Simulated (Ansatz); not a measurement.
Consider the ligand exchange at the Si–F bond: `F[SiH]1BC1` + HBr → `Br[SiH]1BC1` + H–F.

Calculated with Ansatz (gas phase, PBE0-D4/def2-TZVP geometries, no zero-point term in ΔE). CBS: MP2 limit from def2 TZ/QZ plus the TZ coupled-cluster correction, frozen cores. This one scheme is used for every species. DFT in def2-TZVPP. B3LYP here is the variant with VWN-RPA as its local correlation; programs differ in this. For Br outer-core shells are correlated without core-valence functions, which leaves a few kJ/mol of doubt a bond. Scalar relativity is left out up to krypton.

```json
{"level": "B97M-V", "ΔE (kJ/mol)": "29.0", "difference from CCSD(T)/CBS": "14.6"}
{"level": "B3LYP-D4", "ΔE (kJ/mol)": "21.4", "difference from CCSD(T)/CBS": "7.0"}
{"level": "CAM-B3LYP-D4", "ΔE (kJ/mol)": "30.5", "difference from CCSD(T)/CBS": "16.1"}
{"level": "revPBE", "ΔE (kJ/mol)": "12.2", "difference from CCSD(T)/CBS": "-2.2"}
{"level": "HF/def2-SVP", "ΔE (kJ/mol)": "28.2", "difference from CCSD(T)/CBS": "13.8"}
{"level": "CCSD(T)/def2-SVP", "ΔE (kJ/mol)": "21.9", "difference from CCSD(T)/CBS": "7.5"}
{"level": "HF/def2-TZVPP", "ΔE (kJ/mol)": "34.0", "difference from CCSD(T)/CBS": "19.6"}
{"level": "CCSD/def2-TZVPP", "ΔE (kJ/mol)": "22.3", "difference from CCSD(T)/CBS": "7.9"}
{"level": "CCSD(T)/def2-TZVPP", "ΔE (kJ/mol)": "18.6", "difference from CCSD(T)/CBS": "4.2"}
{"level": "HF/def2-QZVPP", "ΔE (kJ/mol)": "36.4", "difference from CCSD(T)/CBS": "22.0"}
{"level": "CCSD(T)/CBS", "ΔE (kJ/mol)": "14.4", "difference from CCSD(T)/CBS": "0"}
```

Largest T1 diagnostic among the species: 0.014.

In def2-TZVPP, CCSD(T) changes the Hartree–Fock value by −15.4 kJ/mol (the triples alone add −3.7 kJ/mol) and MP2 by −23.4 kJ/mol. The D4 term adds −6.2 kJ/mol with B3LYP and −3.4 kJ/mol with PBE0; it sums over pairs of atoms, weighted by their polarisabilities, and B3LYP, whose exchange is more repulsive, gets the larger term. Leaving LDA and LC-ωPBE aside and taking each functional with its dispersion term where it has one, the values, not all of them listed here, spread over 23.5 kJ/mol, from revPBE-D4 to CAM-B3LYP-D4. LDA lies +3.1 kJ/mol from PBE without D4.
